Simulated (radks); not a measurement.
Problem. Calculated with a radial shooting solver on a logarithmic mesh with Libxc functionals: scalar-relativistic Kohn-Sham, LDA (Slater exchange, VWN5 correlation), spin-polarised, spherical densities, finite nucleus; Fermi nuclear charge, rms radius of each element as measured or else 0.836 A^(1/3) + 0.57 fm. Response by self-consistent Sternheimer equations with the Hartree and adiabatic LDA kernel, the relativistic mass of each level held fixed and spin-orbit coupling left out. For heavy and open-shell atoms this level of theory can miss by tens of per cent. Rank Cs7+, Sb3+, Sn2+, Te4+, In+, Ba8+, Xe6+, I5+, Cd (NIST ground configurations) by static dipole polarisability, largest first.

Solution. Cd 44.66, In+ 22.76, Sn2+ 14.37, Sb3+ 10.01, Te4+ 7.400, I5+ 5.690, Xe6+ 4.502, Cs7+ 3.640, Ba8+ 2.995 bohr^3.
